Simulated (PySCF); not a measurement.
A PySCF script (with the pyscf-properties extension) for the NMR shieldings of `CC(C)[P@H](=S)C[SiH3]`, C4H13PSSi, on a GFN2-xTB geometry:

```python
import basis_set_exchange as bse
import numpy as np
from pyscf import gto, dft
from pyscf.prop import nmr

atoms = """
C    -1.854865   -1.057902   -0.728237
C    -1.358175    0.125110    0.090612
C    -2.203020    1.371015   -0.141706
P     0.382066    0.529636   -0.426716
S     0.603251    1.051671   -2.270830
C     1.446073   -0.835006    0.143369
Si    3.276522   -0.282587    0.125391
H    -1.302807   -1.964878   -0.483852
H    -1.723680   -0.847979   -1.790360
H    -2.911985   -1.236704   -0.540691
H    -1.343352   -0.125525    1.158272
H    -2.201406    1.624040   -1.201470
H    -1.798203    2.218420    0.412894
H    -3.231112    1.205648    0.175528
H     0.676283    1.534036    0.511976
H     1.127602   -1.147768    1.138578
H     1.293806   -1.666611   -0.548376
H     4.051095   -1.422933    0.615571
H     3.668104    0.085440   -1.228568
H     3.398655    0.853556    1.043566
"""
names = dict.fromkeys(["C", "P", "S", "Si", "H"], "pcSseg-1")
basis = {el: gto.basis.parse(bse.get_basis(n, elements=[el], fmt="nwchem")) for el, n in names.items()}
mol = gto.M(atom=atoms, basis=basis, charge=0, verbose=0)
mf = dft.RKS(mol, xc="PBE0")
mf.grids.level = 2
mf.grids.alignment = dft.numint.BLKSIZE   # the property module wants whole blocks of grid points
mf.conv_tol = 1e-9
mf.kernel()

calc = nmr.RKS(mf)   # GIAO
C = mf.mo_coeff
Co = C[:, mf.mo_occ > 0]
resp = mf.gen_response(singlet=True, hermi=2)
def vind(x):   # induced exchange potential for any number of trial vectors
    d = np.einsum("pi,xij,qj->xpq", C, 2 * x.reshape(-1, C.shape[1], Co.shape[1]), Co, optimize=True)
    return np.einsum("xpq,pi,qj->xij", resp(d - d.transpose(0, 2, 1)), C, Co, optimize=True).ravel()
mo1, _ = nmr.rhf.solve_mo1(calc, with_cphf=vind)
sigma = calc.kernel(mo1)
for i, s in enumerate(sigma):   # ppm
    w = np.linalg.eigvalsh((s + s.T) / 2)
    print("%2d %-2s iso %8.1f  s11 %8.1f  s22 %8.1f  s33 %8.1f" % (i, mol.atom_pure_symbol(i), w.mean(), *w))
```

**Question.** What does it print?

**Answer.** 
```
 0 C  iso    174.0  s11    160.9  s22    170.1  s33    191.1
 1 C  iso    148.7  s11    135.9  s22    145.3  s33    164.7
 2 C  iso    166.8  s11    150.8  s22    162.8  s33    187.0
 3 P  iso    303.8  s11    221.7  s22    278.2  s33    411.6
 4 S  iso    814.3  s11    638.9  s22    889.2  s33    914.9
 5 C  iso    171.3  s11    150.9  s22    162.7  s33    200.2
 6 Si iso    422.3  s11    397.4  s22    413.2  s33    456.2
 7 H  iso     30.8  s11     25.0  s22     29.9  s33     37.6
 8 H  iso     30.0  s11     25.0  s22     31.0  s33     34.1
 9 H  iso     30.8  s11     25.9  s22     28.4  s33     38.3
10 H  iso     30.1  s11     26.5  s22     28.6  s33     35.1
11 H  iso     30.1  s11     25.3  s22     30.6  s33     34.3
12 H  iso     30.7  s11     25.7  s22     28.5  s33     38.1
13 H  iso     30.6  s11     25.7  s22     27.9  s33     38.1
14 H  iso     25.0  s11     20.5  s22     23.3  s33     31.2
15 H  iso     30.8  s11     24.7  s22     29.9  s33     37.9
16 H  iso     30.6  s11     26.2  s22     30.5  s33     35.0
17 H  iso     27.6  s11     23.9  s22     25.1  s33     33.9
18 H  iso     27.2  s11     22.6  s22     27.5  s33     31.5
19 H  iso     27.9  s11     24.1  s22     26.4  s33     33.2
```

These numbers come from an equivalent density-fitted implementation of the same equations, which agrees with the script to about 0.01 ppm for H and up to a few tenths of a ppm for heavy atoms, so last digits may differ.

**Question.** Turn these shieldings into chemical shifts. δ = σ(ref) − σ, references computed at the same level: TMS for ¹³C (σref 186.93) and ²⁹Si (σref 349.16) and ¹H (σref 31.72); ³¹P (σref 318.38) vs H3PO4; CS2 for ³³S (σref 503.73).

**Answer.** Averaging equivalent atoms: C 1: 38.3; C 2: 20.1; C 5: 15.6; C 0: 12.9; P 3: 14.6; S 4: -311; Si 6: -73.1; H 14: 6.75; H 17/18/19: 4.14; H 10: 1.65; H 11/12/13: 1.26; H 7/8/9: 1.16; H 16: 1.13; H 15: 0.90 ppm. Experimental scales use liquid or dissolved standards, which lie at an offset from isolated H3PO4.

Size and cost of the density-fitted run: 205 basis functions, 45 s wall time on 1 thread of an Arm Neoverse V1, shared host; peak memory 0.92 GiB.
